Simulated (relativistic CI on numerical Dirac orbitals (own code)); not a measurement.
Computed by Dirac-Coulomb-Breit CI, orbitals from a KLI potential per configuration, a model potential for QED, valence Slater integrals scaled by 0.85, P86 correlation energy added to each configuration (own radial code, finite nucleus).

CI space (outside the closed core 1s2 2s2): 2p6, 2p5.3s, 2p5.3p, 2p5.4s, 2p5.3d, 2p5.4p, 2p5.4d, 2p5.5s, 2p5.4f, 2p5.5p, 2p5.5d, 2p5.5f, 2p5.5g. Levels of other configurations are missing.

Correlation outside the listed configurations is missing or only estimated: errors of thousands of cm⁻¹ between configurations and terms are usual at this charge. Rates and lifetimes follow the computed energies and can be off by large factors. The fine structure of a lone outer electron comes out too small, for d and f at times inverted, and misplaced configurations move strength between like terms. 31 of the 31 excited levels that our extract of the measured tables holds in this range could be paired (the sources list more); they are missed by 7010 cm⁻¹ on average and 7379 at most, and levels without a partner can miss by more.

Outline of the computed level scheme of Ne I. Lowest level of each configuration: 2p6 1S_0 at 0.0000 eV; 2p5.3s 3P°_2 at 15.8055 eV; 2p5.3p 3S_1 at 17.5509 eV; 2p5.4s 3P°_2 at 18.8661 eV; 2p5.3d 3P°_0 at 19.1275 eV; 2p5.4p 3S_1 at 19.3726 eV; 2p5.5s 3P°_2 at 19.8046 eV.

Some strong electric-dipole decays among the lowest 45 levels: 2p5.3s 1P°_1 → 2p6 1S_0 (4.9e+08 s⁻¹); 2p5.4s 1P°_1 → 2p6 1S_0 (1.1e+08 s⁻¹); 2p5.3p 1S_0 → 2p5.3s 1P°_1 (7.5e+07 s⁻¹); 2p5.4s 3P°_1 → 2p6 1S_0 (7.4e+07 s⁻¹); 2p5.3d 1P°_1 → 2p6 1S_0 (7.3e+07 s⁻¹); 2p5.3p 3P_0 → 2p5.3s 3P°_1 (5.5e+07 s⁻¹); 2p5.5s 3P°_1 → 2p6 1S_0 (5.4e+07 s⁻¹); 2p5.3d 3F°_4 → 2p5.3p 3D_3 (5.3e+07 s⁻¹).

Rates of lines that live on the mixing of spin multiplicities can be off by large factors.

LS names give the leading component of a level, which can be under half, so a name can repeat, a term be missing and a line seem to break the LS rules.
